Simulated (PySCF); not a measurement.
Sc(F)3 cation (F3Sc), SMILES [F][Sc]([F])[F] (connectivity only; charge and spin as stated), charge +1, multiplicity 2.

Geometry: B3LYP-D3(BJ)/def2-SVP. The spin state was assumed, not searched. The isomer is the one that the SMILES or the coordinates give; other isomers of the formula were not compared.

Level of theory: TDA-ωB97X/def2-SVPD in PySCF.

Vertical excitations. Isolated molecule, no solvent.

```
state    energy (eV)  λ (nm)      f                                                                                             main pairs
-------  -----------  ------  -----  -----------------------------------------------------------------------------------------------------
root 1          1.54     803  0.000                                                                 β HOMO−3→LUMO 50 %, β HOMO−1→LUMO 49 %
root 2          2.53     490  0.000                            β HOMO−6→LUMO 55 %, β HOMO−4→LUMO 18 %, β HOMO−7→LUMO 15 %, β HOMO→LUMO 9 %
root 3          2.55     486  0.000                                                                                     β HOMO−5→LUMO 87 %
root 4          2.70     459  0.002                                             β HOMO−7→LUMO 55 %, β HOMO−6→LUMO 22 %, β HOMO−2→LUMO 21 %
root 5          4.40     282  0.167                                                                   β HOMO→LUMO 52 %, β HOMO−2→LUMO 18 %
root 6          5.31     233  0.000                                             β HOMO−1→LUMO 46 %, β HOMO−3→LUMO 42 %, β HOMO−5→LUMO 11 %
root 7          5.33     233  0.007                           β HOMO−2→LUMO 51 %, β HOMO→LUMO 22 %, β HOMO−7→LUMO 13 %, β HOMO−4→LUMO 13 %
root 8          5.58     222  0.002                           β HOMO−4→LUMO 61 %, β HOMO−6→LUMO 17 %, β HOMO−7→LUMO 11 %, β HOMO→LUMO 10 %
root 9          7.37     168  0.000  α HOMO→LUMO+1 25 %, α HOMO−1→LUMO 10 %, β HOMO−1→LUMO+2 23 %, β HOMO→LUMO+1 19 %, β HOMO−3→LUMO+2 5 %
root 10         7.46     166  0.000                        α HOMO→LUMO 33 %, α HOMO−1→LUMO+1 8 %, β HOMO−1→LUMO+1 37 %, β HOMO→LUMO+2 10 %
```
Unrestricted roots are not spin-pure.
